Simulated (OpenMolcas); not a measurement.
S2+: effect of the active space

- Program: OpenMolcas 26.06
- Method: CASSCF or its RAS form
- Basis: ANO-RCC-VQZP
- Scalar Hamiltonian: DKH2, point nucleus
- Spin-orbit coupling: RASSI with atomic mean-field integrals over the reference wave functions, term energies averaged over their components

A. 2 electrons in 3 orbitals (3p); 2S+1 = 3 even, 3 roots; 2S+1 = 1 even, 6 roots; cost of the order of 2.8 core-seconds
B. 4 electrons in 4 orbitals (3s 3p); 2S+1 = 3 even, 6 roots; 2S+1 = 1 even, 12 roots; 2S+1 = 5 odd, 1 root; 2S+1 = 3 odd, 9 roots; 2S+1 = 1 odd, 8 roots; cost of the order of 17 core-seconds
C. 4 electrons in 8 orbitals (3s 3p 4s 4p); 2S+1 = 3 even, 3 roots; 2S+1 = 1 even, 11 roots; 2S+1 = 5 odd, 1 root; 2S+1 = 3 odd, 9 roots; 2S+1 = 1 odd, 8 roots; cost about 23 core-seconds
D. 2 electrons in 9 orbitals (RAS2 3p; RAS3 3d 4s, at most 1 electron); 2S+1 = 3 even, 3 roots; 2S+1 = 1 even, 6 roots; 2S+1 = 3 odd, 18 roots; 2S+1 = 1 odd, 18 roots; cost about 24 core-seconds
E. 4 electrons in 9 orbitals (RAS2 3s 3p; RAS3 3d, at most 2 electrons); 2S+1 = 3 even, 6 roots; 2S+1 = 1 even, 12 roots; 2S+1 = 5 odd, 1 root; 2S+1 = 3 odd, 8 roots; 2S+1 = 1 odd, 8 roots; cost about 40 core-seconds

Energies in eV above 3s² 3p² ³P₀, the measured ground level; measured values from NIST levels in Podobedova, Kelleher and Wiese, J. Phys. Chem. Ref. Data 38, 171 (2009).

```json
{"Level": "3s² 3p² ³P₀", "A": "0.0000", "B": "0.0000", "C": "0.0000", "D": "0.0000", "E": "0.0000", "Measured": "0.0000"}
{"Level": "3s² 3p² ³P₁", "A": "0.0328", "B": "0.0327", "C": "0.0321", "D": "0.0328", "E": "0.0319", "Measured": "0.0370"}
{"Level": "3s² 3p² ³P₂", "A": "0.0936", "B": "0.0921", "C": "0.0905", "D": "0.0936", "E": "0.0906", "Measured": "0.1033"}
{"Level": "3s² 3p² ¹D₂", "A": "1.7702", "B": "1.7734", "C": "1.7378", "D": "1.7702", "E": "1.6661", "Measured": "1.4038"}
{"Level": "3s² 3p² ¹S₀", "A": "4.3000", "B": "3.2073", "C": "3.1080", "D": "4.3000", "E": "3.7623", "Measured": "3.3675"}
```

Deviations, from unrounded energies. A percentage is the sum of absolute deviations over the sum of measured energies, with the sign that they share, or ± where signs differ.

```json
{"Against measurement": "mean absolute deviation (cm-1)", "Levels": "4", "A": "2600", "B": "1100", "C": "1200", "D": "2600", "E": "1400"}
{"Against measurement": "fine structure of the ground term (%)", "Levels": "2", "A": "-9.9", "B": "-11.1", "C": "-12.7", "D": "-9.9", "E": "-12.7"}
{"Against measurement": "other terms of the ground configuration (%)", "Levels": "2", "A": "+27.2", "B": "±11.1", "C": "±12.4", "D": "+27.2", "E": "+13.8"}
```

B lies closest to measurement on these levels and A furthest from it. The largest miss of B in the table is 3s² 3p² ¹D₂, by +3000 cm-1. The ranking rests on the paired levels alone, and a cruder setting can come out closer through cancelling errors.

Among A to E the level of the table that moves most is 3s² 3p² ¹S₀, by 9600 cm-1 (lowest in C, highest in A).

With the s shell closed, the reference lacks s² → p² mixing (holds for A; D). Active for correlation alone: 4p 4s; no level in the range computed is led by a configuration that fills them, so any true level of that kind is missing (holds for C). The run also gave levels led by 3s 3p² 3d, 3s² 3p 3d, which use shells meant for correlation; these and all levels above them are left out (holds for E). Measured partners are found by configuration, term and J. A level has none where our copy of the source lacks it or the pairing is in doubt (some pairs that miss far off the trend of their configuration count as doubtful), and it then counts in no deviation. Only configurations of the active space appear. The table leaves out levels that lie high or whose names do not pair safely across all columns.
